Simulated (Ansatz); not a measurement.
CH2BN2, SMILES `N#C[B-]N` (excited triplet) (charge -1, multiplicity 3). This triplet is an excited state, 0.85 eV above the relaxed singlet at the level B3LYP/aug-cc-pVTZ // PBE0-D3(BJ)/def2-TZVPD (Ansatz, a first-principles code).

Cartesian coordinates (Å):
```xyz
6

N      2.5663    -0.4925    -0.1804
C      1.4846    -0.0438    -0.0314
B      0.1696     0.6006     0.2092
N     -1.2162     0.2661    -0.1563
H     -1.4177     0.2538    -1.1505
H     -1.5866    -0.5842     0.2547
```
Charge -1, spin multiplicity 3.

Give the natural occupations of the active orbitals, the CASSCF energy and the corrected energy for frozen-core fic-MRCISD+Q@CASSCF(6e,6o)/aug-cc-pVTZ // PBE0-D3(BJ)/def2-TZVPD in Ansatz.


```yaml
natural_occupations: 1.94, 1.94, 1.00, 1.00, 0.06, 0.05
CASSCF energy: -172.7124 Ha
corrected_energy: -173.3116 Ha
weight_of_the_reference: 0.875
```
